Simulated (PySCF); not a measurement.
**Field gradients at the hydrogen positions**

C7H6F2.
Numbering: `[CH2:1]=[C:2]1[C:3]([CH2:4][F:5])=[CH:6]/[C:7]1=[CH:8]/[F:9]` (hydrogens: H10, H11 on C1; H12, H13 on C4; H14 on C6; H15 on C8)

Structure used (GFN2-xTB), in Å, numbered top down from 1:
```
atom  x, y, z in Å
C1     0.4108    1.9363   -0.2025
C2     0.2632    0.6316   -0.0678
C3    -0.8561   -0.3293    0.0418
C4    -2.3229   -0.1343    0.0409
F5    -2.9870   -1.3277    0.1717
C6    -0.0178   -1.3899    0.1379
C7     1.1793   -0.5448    0.0394
C8     2.4853   -0.7477    0.0444
F9     3.3636    0.2657   -0.0667
H10   -0.4362    2.5989   -0.2613
H11    1.3894    2.3801   -0.2585
H12   -2.6587    0.3206   -0.9007
H13   -2.6344    0.5024    0.8798
H14   -0.1572   -2.4473    0.2450
H15    2.9741   -1.7067    0.1347
```

Level: PBE0/pcSseg-1 (PySCF, non-relativistic); Q(2H) = 0.00286 b; rigid geometry, the same for H and D, with no vibrational averaging.

Problem. Rank these positions by the coupling χzz of a deuteron there, largest first.
A. H12 (methylene hydrogen)
B. H15 (vinylic hydrogen)
C. H14 (vinylic hydrogen)
D. H10 (vinylic hydrogen)

Solution. C (232 kHz), D (227 kHz), B (216 kHz), A (189 kHz).

Problem. Tabulate Vzz, the asymmetry η and χzz = 234.96 MHz × Q × Vzz for every hydrogen position.

Solution. 
```json
{"atom": "H10", "bonded to": "C1", "bond length (Å)": "1.077", "Vzz (au)": "0.3376", "η": "0.06", "χzz (kHz)": "227"}
{"atom": "H11", "bonded to": "C1", "bond length (Å)": "1.076", "Vzz (au)": "0.3362", "η": "0.05", "χzz (kHz)": "226"}
{"atom": "H12", "bonded to": "C4", "bond length (Å)": "1.098", "Vzz (au)": "0.2817", "η": "0.08", "χzz (kHz)": "189"}
{"atom": "H13", "bonded to": "C4", "bond length (Å)": "1.098", "Vzz (au)": "0.2818", "η": "0.08", "χzz (kHz)": "189"}
{"atom": "H14", "bonded to": "C6", "bond length (Å)": "1.072", "Vzz (au)": "0.3452", "η": "0.03", "χzz (kHz)": "232"}
{"atom": "H15", "bonded to": "C8", "bond length (Å)": "1.080", "Vzz (au)": "0.3208", "η": "0.12", "χzz (kHz)": "216"}
```

Problem. How does χzz go with the bond length over the 6 C–H bonds?

Solution. A straight-line fit has a slope of -16.4 kHz for each 0.01 Å, with a correlation coefficient of -1.00, over lengths from 1.072 to 1.098 Å. The longer bonds have the smaller couplings here.

Problem. Give the 2H NMR doublet splittings at H10 for a magnetic field along the z, y and x axes of the gradient: 3χ/2, 3χ(1 + η)/4, 3χ(1 − η)/4.

Solution. With |χ| = 226.9 kHz and η = 0.056: 340, 180 and 161 kHz, to first order and without motion.

One conformer (not necessarily the lowest) at the GFN2-xTB geometry, without solvent, vibrations or thermal averaging. GFN2-xTB bond lengths can be off by several hundredths of an ångström, more for odd bonds, and the gradients follow them. The basis is small and wasn't made for field gradients, so the couplings can be 20 % off.
